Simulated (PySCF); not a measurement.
# Exact mass, isotope pattern and composition

Species: `C#CC/C(C#N)=C(/[O-])F`.

Calculated from isotope tables alone.

Problem. What are the average molar mass and the monoisotopic mass?

Solution. For [C6H3FNO]-, with standard atomic weights, 6 × 12.011 + 1 × 14.007 + 1 × 15.999 + 1 × 18.998 + 3 × 1.008 = 124.094 g/mol. From the most abundant isotopes (12C, 14N, 16O, 19F, 1H), 6 × 12.000000 + 1 × 14.003074 + 1 × 15.994915 + 1 × 18.998403 + 3 × 1.007825 = 124.0199 u for neutral atoms; the ion's mass is 124.0204 u once 1 electron mass (0.000549 u) is added.

Problem. Work out the cluster of the ion itself, one line a nominal mass.

Solution. 
```
nominal mass  m/z (centroid)  relative intensity
         124        124.0204               100.0
         125        125.0235                 6.9
         126        126.0255                 0.4
```

Cut off at 0.1 %.

Problem. Resolve the fine structure: one atom at a time replaced by a minor isotope.

Solution. Intensity in % of the monoisotopic species:

```json
{"isotope": "15N", "mass shift (u)": "+0.99703", "m/z": "125.0175", "intensity (%)": "0.37"}
{"isotope": "13C", "mass shift (u)": "+1.00335", "m/z": "125.0238", "intensity (%)": "6.49"}
{"isotope": "17O", "mass shift (u)": "+1.00422", "m/z": "125.0246", "intensity (%)": "0.04"}
{"isotope": "2H", "mass shift (u)": "+1.00628", "m/z": "125.0267", "intensity (%)": "0.03"}
{"isotope": "18O", "mass shift (u)": "+2.00425", "m/z": "126.0247", "intensity (%)": "0.21"}
```

Species under 0.02 % are left out.

Problem. What is the composition by mass?

Solution. C 58.07 %, N 11.29 %, O 12.89 %, F 15.31 %, H 2.44 %.

Problem. What share of all these ions is the monoisotopic species?

Solution. 0.9893^6 × 0.99632 × 0.99757 × 1 × 0.999885^3 = 93.15 %.

Problem. What resolving power m/Δm just matches the spacing of the species with one 15N and with one 13C?

Solution. They lie 0.00632 u apart at mass 125.02, so m/Δm is about 20000.
